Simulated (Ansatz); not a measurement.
Ansatz (an electronic-structure program) input file for HInO, SMILES [OH][In] (connectivity only; charge and spin as stated), neutral, multiplicity 1, PBE/def2-TZVPD. Coordinates come from a B3LYP-D3(BJ)/def2-TZVP optimisation. The geometry has at least one imaginary mode, so it is a saddle point at that level. The def2 effective core potentials stand for the cores of In; spin–orbit coupling is left out.

Ansatz 0.2 input:
```yaml
crystal:
  periodic: [false, false, false]
  atoms:
    - {symbol: In, position_ang: [0.00000000, 0.00000000, 0.32732057]}
    - {symbol: O, position_ang: [0.00000000, 0.00000000, -1.67573986]}
    - {symbol: H, position_ang: [0.00000000, 0.00000000, -2.63278887]}
basis:
  gaussian:
    orbitals: def2-TZVPD
hamiltonian:
  xc: {name: PBE}
```

Output:

```
WARN ansatz: RAYON_NUM_THREADS=1 ignored (pool sized by the plan → 1); use --threads N
Functional definition: PBE
integrals: 0.03 GiB planned
666 factors; their error is unknown
mean field: 0.24 GiB planned
mean field evaluation 1: about -7227.3190 eV, gradient 7.5e1 eV
mean field evaluation 2: about -7054.3983 eV, gradient 2.0e2 eV
mean field evaluation 4: about -7236.6073 eV, gradient 1.8e1 eV
mean field evaluation 8: about -7237.1465 eV, gradient 1.9e-1 eV
mean field -7237.14243923 eV, -265.9600791305 hartree, gradient 6.0e-5 eV, S^2 0.000000; 0 other end points of the search recorded, 0 dependent functions left out
reference -7237.14248304 eV, -265.9600807403 hartree; 15, 15 occupied and 90, 90 virtual orbitals, 666 factors
Total energy: -7237.14248304 eV, -265.9600807403 hartree
```

Self-consistency was reached.
